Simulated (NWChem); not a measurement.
# boron oxyfluoride (BOF); SMILES O=BF

Results from NWChem. Pople sets run with spherical d functions. Geometry: optimised at PBE-D3(BJ)/def2-SVP. Static field.

Q: Order these by “isotropic polarisability (bohr³)”, lowest first: PBE0/d-aug-cc-pVDZ; PBE0/6-31+G*; PBE0/aug-cc-pVDZ; PBE0/def2-SVP; PBE0/def2-TZVP.

A: PBE0/def2-SVP (12.0), PBE0/6-31+G* (14.4), PBE0/def2-TZVP (15.3), PBE0/aug-cc-pVDZ (16.5), PBE0/d-aug-cc-pVDZ (17.0)
